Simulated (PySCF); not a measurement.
Species: C5H6F2.
Atom-mapped SMILES: `[CH3:1][C@@:2]1([F:3])[CH2:4][CH:5]=[C:6]1[F:7]` (hydrogens: H8, H9, H10 on C1; H11, H12 on C4; H13 on C5)

Computed by this run: PySCF 2.14.0, PBE0-D3(BJ)/def2-SVP geometry optimisation, gas phase; density fitting, grid level 1; the optimiser is geomeTRIC in internal coordinates, started from a GFN2-xTB structure with every atom displaced at random (about 0.01 Å).

Step 0: E = -10695.7607 eV
```
atom  x, y, z in Å  |  force x, y, z in eV/Å
C1      1.5643    0.2185    0.4582   -1.876   1.051  -0.628
C2      0.3353    0.0073   -0.4534    1.165   0.508   0.042
F3      0.7583   -0.1864   -1.7602    0.034   0.145   0.396
C4     -0.6687   -1.0515   -0.0096   -1.206  -0.238  -0.190
C5     -1.6904    0.0672    0.0859   -0.579   0.148   0.207
C6     -0.8170    0.9832   -0.3254    0.540   0.312  -0.169
F7     -0.8473    2.2978   -0.5156   -0.039  -0.643   0.047
H8      2.2131   -0.6213    0.3909    0.789  -1.056   0.054
H9      1.2097    0.4007    1.4847    0.181  -0.179  -0.014
H10     2.0853    1.1131    0.1147    0.258   0.221  -0.056
H11    -0.9307   -1.7900   -0.7821    0.302  -0.029  -0.090
H12    -0.4604   -1.5671    0.9269    0.228  -0.179   0.367
H13    -2.7447    0.1072    0.3839    0.201  -0.060   0.034
```

Step 1: E = -10695.8129 eV
```
atom  x, y, z in Å  |  force x, y, z in eV/Å
C1      1.5305    0.2426    0.4709    0.157  -0.372  -0.154
C2      0.3473    0.0335   -0.4395   -0.219   0.024   0.121
F3      0.8389   -0.1856   -1.7024   -0.039   0.061  -0.246
C4     -0.6944   -1.0410    0.0093   -0.028   0.261   0.251
C5     -1.6899    0.1036    0.1411    0.113  -0.251  -0.091
C6     -0.8223    0.9822   -0.3683   -0.184  -0.302   0.006
F7     -0.9237    2.2423   -0.7111    0.190   0.317   0.033
H8      2.1832   -0.6328    0.2769    0.026   0.302   0.335
H9      1.2394    0.2820    1.5315    0.018  -0.033  -0.092
H10     2.0838    1.1564    0.2086   -0.047  -0.008  -0.022
H11    -0.9191   -1.7274   -0.8121   -0.016  -0.148  -0.182
H12    -0.4421   -1.6243    0.9112   -0.005   0.105   0.033
H13    -2.7248    0.1473    0.4829    0.033   0.045   0.009
```

Task: Estimate the geometry and energy of step 2. (The exact step hangs on the optimiser's Hessian estimate; all steps are aligned on step 1, rigid shifts and turns removed.)

Result: E = -10695.8517 eV, largest force 0.202 eV/Å
```
atom  x, y, z in Å  |  force x, y, z in eV/Å
C1      1.5271    0.2363    0.4581    0.014  -0.069  -0.175
C2      0.3406    0.0175   -0.4544    0.127   0.003   0.156
F3      0.8155   -0.1859   -1.7309   -0.066   0.007  -0.012
C4     -0.7008   -1.0484    0.0080   -0.051  -0.004  -0.183
C5     -1.6920    0.0945    0.1253    0.005  -0.043   0.005
C6     -0.8160    0.9756   -0.3643   -0.047  -0.079   0.003
F7     -0.8737    2.2567   -0.6541    0.066   0.048   0.037
H8      2.2236   -0.6073    0.3292   -0.018   0.033   0.068
H9      1.2190    0.2930    1.5101   -0.028   0.027   0.020
H10     2.0576    1.1599    0.1862   -0.014   0.029   0.004
H11    -0.9245   -1.7498   -0.8106    0.026  -0.044   0.033
H12    -0.4472   -1.6125    0.9205   -0.011   0.071   0.028
H13    -2.7226    0.1491    0.4758   -0.004   0.021   0.016
```

The energy changes by -0.0388 eV. The first-order estimate −F·Δx gives -0.0632 eV and the mean of the old and new forces, exact on a quadratic surface, -0.0391 eV. The step makes an angle of 62° with the force vector and moves no atom by more than 0.077 Å.

What follows is the cost of the whole optimisation. On one thread, AMD EPYC 9R45 (x86_64), shared host, this took 25 s wall and 0.51 GiB of memory at its peak.
